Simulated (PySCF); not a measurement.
**AlPb from Hartree–Fock to correlated methods**

State: ⁴Σ⁻ (quartet), unpaired electrons σ ↑, π ↑↑. Set-up: PySCF, scalar-relativistic core potentials, basis sets Al def2-SVPD, Pb def2-SVPD with ECP60. De refers to Al + Pb in their high-spin ground configurations, without counterpoise correction. The functionals are run spin-unrestricted. A positive dipole means Al(−)Pb(+).

```csv
Level,Re (Å),ωe (cm⁻¹),De (eV),μ (D)
UHF,2.792,220,1.23,-1.51
UHF-MP2,2.716,250,1.86,n/a
UHF-SCS-MP2,2.721,246,1.65,n/a
UHF-CCSD,2.745,240,1.74,n/a
UHF-CCSD(T),2.741,241,1.84,n/a
PBE,2.742,236,2.27,-0.15
revPBE,2.760,231,2.11,-0.08
r²SCAN,2.721,244,2.25,-0.35
PBE0,2.716,246,2.12,-0.37
B97-3,2.735,240,1.96,-0.32
B2PLYP,2.731,242,1.91,-0.86
```

Which functional lies closest to UHF-CCSD(T) in De, which farthest, and by how much do they differ from it?

Closest is B2PLYP (-1.0 pm in Re, +0.4 % in ωe, +0.07 eV in De against UHF-CCSD(T) in the same basis), farthest PBE (+0.1 pm in Re, -2.1 % in ωe, +0.43 eV in De). CCSD(T) converges more slowly with the basis than the functionals do and binds too weakly in this one, so the order can change at the basis-set limit.

What does a quarter of exact exchange do here, going from PBE to PBE0?

PBE0 less PBE: -2.6 pm in Re, +4.2 % in ωe, -0.15 eV in De. Exact exchange removes part of the self-interaction that spreads semilocal densities, and in most molecules shortens and stiffens the bond and lowers De; so it does here.

What does second-order correlation do here, going from UHF to UHF-MP2?

UHF-MP2 less UHF: -7.6 pm in Re, +13.6 % in ωe, +0.63 eV in De. Correlation nearly always deepens the well. The bond shortens, as in weak, metallic or heavy-atom bonds, where dispersion and the correlation of outer-core electrons pull the atoms together.

Correlated steps freeze 9 core orbitals. Correlated levels converge slowly with the basis: in double zeta they bind strong bonds too weakly, by up to about 1 eV, and carry superposition errors of some tenths. Spin–orbit coupling is left out, which matters for elements this heavy, above all for dissociation energies. B2PLYP dipoles, levels and charges come from its SCF part alone. The state was picked by a PBE0 search and need not be the measured ground state.
